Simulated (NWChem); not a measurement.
System: CHAlClNO2; SMILES [OH][Al]([Cl])[N]=C=O

Input file for NWChem:

```
start job
memory heap 200 mb stack 900 mb global 1100 mb
geometry units angstroms
  Al    -0.024290     0.348440    -0.646025
  Cl     1.917296    -0.060482    -0.999309
  N     -0.748060    -0.234003     0.886142
  C     -1.177007    -0.648360     1.918004
  O     -1.601583    -1.047019     2.915753
  O     -0.962663     1.182291    -1.692658
  H     -1.664349     1.630467    -2.141018
end
basis spherical
  * library def2-svp
end
dft
  xc pbe0
  iterations 150
end
driver
  maxiter 120
end
task dft optimize
task dft freq
```

Parts of the log:

```
             Northwest Computational Chemistry Package (NWChem) 7.3.0
             --------------------------------------------------------

 C1  symmetry detected

                             Geometry "geometry" -> ""
                             -------------------------

 Output coordinates in angstroms (scale by  1.889725989 to convert to a.u.)

  No.       Tag          Charge          X              Y              Z
 ---- ---------------- ---------- -------------- -------------- --------------
    1 Al                  13.0000    -0.41348112     0.59951787     0.00113672
    2 Cl                  17.0000     1.15151072     1.86939213    -0.00056881
    3 N                    7.0000    -0.07703323    -1.16043026     0.00313143
    4 C                    6.0000     0.20561119    -2.31824429     0.00084583
    5 O                    8.0000     0.47029203    -3.44280267    -0.00221450
    6 O                    8.0000    -1.96823672     1.10352230    -0.00142694
    7 H                    1.0000    -2.91130473     1.17332196    -0.00297120

 Effective nuclear repulsion energy (a.u.)     301.2952512339

                                Z-matrix (autoz)
                                --------

 Units are Angstrom for bonds and degrees for angles

[...]

      ----------------------
      Optimization converged
      ----------------------

  Step       Energy      Delta E   Gmax     Grms     Xrms     Xmax
  ---- ---------------- -------- -------- -------- -------- --------
@   17    -945.79262735 -8.0D-08  0.00002  0.00001  0.00010  0.00027
                                     ok       ok       ok       ok

                                Z-matrix (autoz)
                                --------

 Units are Angstrom for bonds and degrees for angles

[...]

 Rotational Constants
 --------------------
 A=   0.132759 cm-1  (  0.191007 K)
 B=   0.038602 cm-1  (  0.055538 K)
 C=   0.029906 cm-1  (  0.043027 K)

 Temperature                      =   298.15K
 frequency scaling parameter      =   1.0000

 Zero-Point correction to Energy  =   18.611 kcal/mol  (  0.029659 au)
 Thermal correction to Energy     =   23.168 kcal/mol  (  0.036920 au)
 Thermal correction to Enthalpy   =   23.760 kcal/mol  (  0.037864 au)

 Total Entropy                    =   86.789 cal/mol-K
   - Translational                =   40.267 cal/mol-K (mol. weight = 120.9511)
   - Rotational                   =   28.732 cal/mol-K (symmetry #  =        1)
   - Vibrational                  =   17.790 cal/mol-K

 Cv (constant volume heat capacity) =   22.720 cal/mol-K
   - Translational                  =    2.979 cal/mol-K
   - Rotational                     =    2.979 cal/mol-K
   - Vibrational                    =   16.761 cal/mol-K

[normal modes left out]

 ----------------------------------------------------------------------------
 Normal Eigenvalue ||           Projected Infra Red Intensities
  Mode   [cm**-1]  || [atomic units] [(debye/angs)**2] [(KM/mol)] [arbitrary]
 ------ ---------- || -------------- ----------------- ---------- -----------
    1       -0.000 ||    0.000003           0.000         0.003       0.000
    2       -0.000 ||    0.000183           0.004         0.179       0.014
    3       -0.000 ||    0.000116           0.003         0.113       0.009
    4       -0.000 ||    0.000477           0.011         0.465       0.037
    5        0.000 ||    0.000020           0.000         0.020       0.002
    6        0.000 ||    0.000842           0.019         0.821       0.066
    7       58.168 ||    0.001400           0.032         1.365       0.110
    8       90.742 ||    0.002007           0.046         1.957       0.157
    9      186.334 ||    0.005239           0.121         5.107       0.410
   10      228.491 ||    0.034825           0.803        33.949       2.726
   11      261.639 ||    0.030838           0.711        30.062       2.414
   12      340.437 ||    0.171888           3.966       167.565      13.456
   13      456.043 ||    0.016182           0.373        15.775       1.267
   14      522.600 ||    0.162330           3.745       158.247      12.708
   15      639.202 ||    0.028567           0.659        27.849       2.236
   16      649.699 ||    0.039857           0.920        38.855       3.120
   17      668.846 ||    0.331125           7.639       322.797      25.922
   18      930.275 ||    0.137637           3.175       134.175      10.775
   19     1532.377 ||    0.045418           1.048        44.275       3.555
   20     2465.608 ||    1.535174          35.418      1496.564     120.181
   21     3994.473 ||    0.138389           3.193       134.909      10.834
 ----------------------------------------------------------------------------
```

Level: PBE0/def2-SVP.
